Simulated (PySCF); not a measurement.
C2H6FO2Si2 (doublet state).
Atom-mapped SMILES: `[OH:1][SiH2:2][O:3]/[C:4]([SiH2:5])=[CH:6]/[F:7]` (hydrogens: H8 on O1; H9, H10 on Si2; H11, H12 on Si5; H13 on C6)

Structure used (GFN2-xTB), in Å, numbered top down from 1:
```
atom  x, y, z in Å
O1    -1.860   -1.331    2.030
Si2   -1.388   -1.174    0.493
O3    -0.214   -0.041    0.547
C4     0.598    0.473   -0.412
Si5    1.710    1.802    0.234
C6     0.523    0.074   -1.688
F7     1.353    0.620   -2.609
H8    -1.888   -0.580    2.617
H9    -0.875   -2.487    0.134
H10   -2.477   -0.700   -0.359
H11    1.818    1.809    1.680
H12    2.830    2.210   -0.587
H13   -0.136   -0.675   -2.095
```

The hyperfine couplings belong to this conformer and change with its torsions.

Method: UKS B3LYP, pcH-1 on C F H O Si, non-relativistic, mean-field spin-orbit, GIAO in PySCF. Isolated species at its GFN2-xTB geometry (one conformer only). Couplings are sensitive to structure, and on GFN2-xTB geometries they can be far from those on DFT ones, by a factor of two or more for some ions and for spin on atoms past the first row. The SCF solution wasn't tested for stability.

Question: Predict the first-order ENDOR lines of F7, H13 and H11/H12 under fast tumbling at B = 3360.1 mT (W band).

Answer: ν± = |νn ± a/2|, one line for each electron-spin manifold; νn = |g_N| × 7.62259 MHz/T × B.

```tsv
nuclei	isotope	g_N	νn (MHz)	a_iso (MHz)	lower line (MHz)	upper line (MHz)
F7	19F	5.2577	134.66	31.33	119.00	150.33
H13	1H	5.5857	143.06	-17.70	134.21	151.92
H11/H12	1H	5.5857	143.06	-12.39	136.87	149.26
```

Question: Which pairs are centred on the nuclear Larmor frequency, and which on half the coupling?

Answer: Centred on νn, since |a| < 2νn: F7, H13 and H11/H12. No pair has |a| > 2νn.

Question: At what field would the lower line of F7 fall to zero frequency?

Answer: Where νn = |a|/2, that is B = 15.67 MHz/(5.2577 × 7.62259 MHz/T) = 391 mT, as far as first order holds there.

Nuclei that the bonding pattern makes equivalent are averaged, as if the motion that swaps them (rotation, inversion, ring flip) were fast.
